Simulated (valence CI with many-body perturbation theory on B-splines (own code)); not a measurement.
**Bi52+: electric-dipole lines**

Calculated by relativistic CI+MBPT: three valence electrons over a frozen Dirac-Fock core [Ar] 3d10, a basis of 11 s, 11 p, 10 d, 8 f, 5 g, 2 h functions for each j, with the one-electron correlation potential Σ1, the two-electron term Σ2, the three-electron term Σ3, Breit, model QED; selected CI, second order for the rest, scaled by the run's own slope (own B-spline code, finite nucleus).

The last digits are not significant, and no measured levels were compared; by estimate large intervals hold to a few tenths of a per cent, small ones and those within an open d or f shell to about a per cent.

Lines 51 to 100 of 567 in falling wavelength, among levels below 1146.6 eV, chosen from the strongest by gf and those to the six lowest levels. Wavelengths and rates use the calculated energies. Electric multipoles are in the length gauge, E1 and E2 with the static RPA response of the core. Weak lines are less certain than strong ones. Lines between different terms over intervals too small for the method are left out, as are lines whose strength nearly cancels. The highest levels of a list are the least certain.

Levels are named by their leading jj configuration (3d3/2^4 stands for four electrons in 3d with j = 3/2), which in mixed levels can hold well under half, so a name can repeat and another be missing. Letters in brackets count levels of one name in rising energy.

| λ vac (nm) | Upper | Lower | A (s⁻¹) | S (a.u.) with core polarisation | S without |
| --- | --- | --- | --- | --- | --- |
| 9.348 | (4p1/2 4p3/2 4f7/2) J=9/2 [b] | (4s 4p3/2 4f7/2) J=11/2 | 1.79e+10 | 7.23e-02 | 7.65e-02 |
| 9.299 | (4p1/2 4p3/2 4f7/2) J=11/2 | (4s 4p3/2 4f7/2) J=11/2 | 3.60e+10 | 1.71e-01 | 1.81e-01 |
| 9.282 | (4p1/2 4p3/2 4d5/2) J=7/2 [a] | (4s 4p3/2 4d5/2) J=9/2 | 6.01e+10 | 1.90e-01 | 2.01e-01 |
| 9.251 | (4p1/2 4p3/2^2) J=3/2 | (4s 4p3/2^2) J=5/2 | 6.10e+10 | 9.54e-02 | 1.01e-01 |
| 9.223 | (4p1/2^2 4p3/2) J=3/2 | (4s 4p1/2 4p3/2) J=5/2 | 8.62e+10 | 1.33e-01 | 1.41e-01 |
| 9.213 | (4p1/2 4p3/2 4d5/2) J=5/2 [b] | (4s 4p3/2 4d5/2) J=7/2 [a] | 3.23e+10 | 7.48e-02 | 7.92e-02 |
| 9.181 | (4p1/2 4p3/2^2) J=5/2 | (4s 4p3/2^2) J=5/2 | 3.45e+10 | 7.90e-02 | 8.36e-02 |
| 9.072 | (4p1/2 4d3/2 4d5/2) J=5/2 [b] | (4s 4d3/2 4d5/2) J=7/2 [a] | 3.02e+10 | 6.67e-02 | 7.06e-02 |
| 9.021 | (4p1/2 4p3/2 4d5/2) J=9/2 | (4s 4p3/2 4d5/2) J=9/2 | 3.86e+10 | 1.40e-01 | 1.48e-01 |
| 8.966 | (4p1/2 4p3/2 4d3/2) J=5/2 [b] | (4s 4p3/2 4d3/2) J=7/2 | 6.61e+10 | 1.41e-01 | 1.49e-01 |
| 8.574 | (4p1/2^2 4p3/2) J=3/2 | (4s 4p1/2 4p3/2) J=3/2 [a] | 2.23e+10 | 2.77e-02 | 2.93e-02 |
| 7.725 | (4s 4p1/2 4d3/2) J=3/2 [a] | (4s 4p1/2 4p3/2) J=3/2 [b] | 2.38e+10 | 2.16e-02 | 2.28e-02 |
| 7.307 | (4s 4p1/2 4d3/2) J=5/2 | (4s 4p1/2 4p3/2) J=3/2 [b] | 3.43e+09 | 3.97e-03 | 4.20e-03 |
| 7.106 | (4s 4p1/2 4d3/2) J=3/2 [a] | (4s 4p1/2 4p3/2) J=5/2 | 8.08e+09 | 5.72e-03 | 6.04e-03 |
| 6.819 | (4p1/2 4d3/2 4d5/2) J=9/2 | (4p1/2 4p3/2 4d5/2) J=9/2 | 5.74e+10 | 8.99e-02 | 9.46e-02 |
| 6.751 | (4s 4p1/2 4d3/2) J=5/2 | (4s 4p1/2 4p3/2) J=5/2 | 3.40e+10 | 3.10e-02 | 3.26e-02 |
| 6.715 | (4s 4p1/2 4d3/2) J=3/2 [a] | (4s 4p1/2 4p3/2) J=3/2 [a] | 8.96e+09 | 5.36e-03 | 5.63e-03 |
| 6.702 | (4s 4p1/2 4d3/2) J=1/2 | (4s 4p1/2 4p3/2) J=3/2 [b] | 3.75e+09 | 1.11e-03 | 1.16e-03 |
| 6.626 | (4s 4p1/2 4d3/2) J=3/2 [b] | (4s 4p1/2 4p3/2) J=3/2 [b] | 1.18e+10 | 6.79e-03 | 7.14e-03 |
| 6.397 | (4s 4p1/2 4d3/2) J=5/2 | (4s 4p1/2 4p3/2) J=3/2 [a] | 1.84e+09 | 1.42e-03 | 1.49e-03 |
| 6.390 | (4s^2 4d3/2) J=3/2 | (4s^2 4p3/2) J=3/2 | 1.42e+10 | 7.30e-03 | 7.64e-03 |
| 6.166 | (4s 4p1/2 4d3/2) J=3/2 [b] | (4s 4p1/2 4p3/2) J=5/2 | 1.61e+09 | 7.47e-04 | 7.78e-04 |
| 6.097 | (4s 4p3/2 4f7/2) J=7/2 [a] | (4s 4p3/2 4d5/2) J=7/2 [a] | 5.86e+10 | 5.25e-02 | 5.49e-02 |
| 6.084 | (4s 4d3/2 4f7/2) J=7/2 [b] | (4s 4p3/2 4f5/2) J=5/2 [a] | 5.01e+10 | 4.45e-02 | 4.66e-02 |
| 5.992 | (4s 4d3/2 4f7/2) J=3/2 | (4s 4d3/2 4d5/2) J=1/2 | 1.34e+11 | 5.69e-02 | 5.95e-02 |
| 5.977 | (4s 4p3/2 4f7/2) J=5/2 [a] | (4s 4p3/2 4d5/2) J=3/2 [a] | 8.72e+10 | 5.51e-02 | 5.77e-02 |
| 5.971 | (4s 4d3/2 4d5/2) J=7/2 [b] | (4s 4p3/2 4d3/2) J=5/2 [b] | 5.77e+10 | 4.85e-02 | 5.10e-02 |
| 5.958 | (4s 4d3/2 4f7/2) J=7/2 [b] | (4s 4d3/2 4d5/2) J=5/2 [b] | 6.17e+10 | 5.15e-02 | 5.39e-02 |
| 5.955 | (4s 4p1/2 4d5/2) J=5/2 [a] | (4s 4p1/2 4p3/2) J=3/2 [b] | 5.79e+09 | 3.62e-03 | 3.80e-03 |
| 5.944 | (4s 4p1/2 4f7/2) J=5/2 | (4s 4p1/2 4d5/2) J=3/2 | 2.66e+11 | 1.65e-01 | 1.73e-01 |
| 5.929 | (4s 4p1/2 4f7/2) J=7/2 [b] | (4s 4p1/2 4d5/2) J=5/2 [b] | 2.04e+11 | 1.68e-01 | 1.75e-01 |
| 5.929 | (4s 4p1/2 4d3/2) J=1/2 | (4s 4p1/2 4p3/2) J=3/2 [a] | 1.12e+10 | 2.31e-03 | 2.44e-03 |
| 5.893 | (4s 4p3/2 4d5/2) J=3/2 [a] | (4s 4p3/2^2) J=3/2 | 1.24e+11 | 5.01e-02 | 5.26e-02 |
| 5.891 | (4s 4p3/2 4f7/2) J=7/2 [a] | (4s 4p3/2 4d5/2) J=5/2 [a] | 1.31e+11 | 1.06e-01 | 1.11e-01 |
| 5.869 | (4s 4p1/2 4d3/2) J=3/2 [b] | (4s 4p1/2 4p3/2) J=3/2 [a] | 2.65e+10 | 1.06e-02 | 1.11e-02 |
| 5.854 | (4s^2 4f7/2) J=7/2 | (4s^2 4d5/2) J=5/2 | 2.53e+11 | 2.00e-01 | 2.09e-01 |
| 5.850 | (4s 4d5/2 4f7/2) J=7/2 | (4s 4p3/2 4f7/2) J=5/2 [b] | 8.82e+10 | 6.98e-02 | 7.31e-02 |
| 5.844 | (4s 4d3/2 4f7/2) J=7/2 [b] | (4s 4d3/2 4d5/2) J=7/2 [b] | 5.88e+10 | 4.63e-02 | 4.85e-02 |
| 5.826 | (4s 4p1/2 4f7/2) J=7/2 [a] | (4s 4p1/2 4d5/2) J=5/2 [a] | 2.50e+11 | 1.95e-01 | 2.04e-01 |
| 5.825 | (4s 4d3/2 4f7/2) J=7/2 [a] | (4s 4d3/2 4d5/2) J=5/2 [a] | 1.48e+11 | 1.15e-01 | 1.21e-01 |
| 5.825 | (4s 4d3/2 4f7/2) J=5/2 [b] | (4s 4d3/2 4d5/2) J=5/2 [b] | 7.26e+10 | 4.25e-02 | 4.45e-02 |
| 5.822 | (4p1/2^2 4f7/2) J=7/2 | (4p1/2^2 4d5/2) J=5/2 | 2.24e+11 | 1.74e-01 | 1.82e-01 |
| 5.821 | (4s 4p3/2 4f7/2) J=9/2 [b] | (4s 4p3/2 4d5/2) J=7/2 [b] | 9.22e+10 | 8.98e-02 | 9.39e-02 |
| 5.814 | (4s 4d5/2 4f7/2) J=11/2 | (4s 4p3/2 4f7/2) J=9/2 [b] | 3.99e+11 | 4.65e-01 | 4.88e-01 |
| 5.810 | (4p1/2 4d3/2 4d5/2) J=7/2 [a] | (4p1/2 4p3/2 4d3/2) J=7/2 | 5.84e+10 | 4.52e-02 | 4.74e-02 |
| 5.810 | (4s 4d3/2 4f7/2) J=5/2 [a] | (4s 4d3/2 4d5/2) J=3/2 [a] | 1.98e+11 | 1.15e-01 | 1.20e-01 |
| 5.804 | (4s 4p1/2 4f7/2) J=9/2 | (4s 4p1/2 4d5/2) J=7/2 | 2.12e+11 | 2.04e-01 | 2.13e-01 |
| 5.803 | (4p1/2 4p3/2 4f7/2) J=7/2 [b] | (4p1/2 4p3/2 4d5/2) J=5/2 [a] | 1.53e+11 | 1.18e-01 | 1.24e-01 |
| 5.802 | (4s 4d3/2 4f7/2) J=5/2 [b] | (4s 4d3/2 4d5/2) J=3/2 [b] | 1.30e+11 | 7.51e-02 | 7.87e-02 |
| 5.796 | (4s 4d3/2 4f7/2) J=9/2 [b] | (4s 4d3/2 4d5/2) J=7/2 [b] | 1.68e+11 | 1.61e-01 | 1.69e-01 |
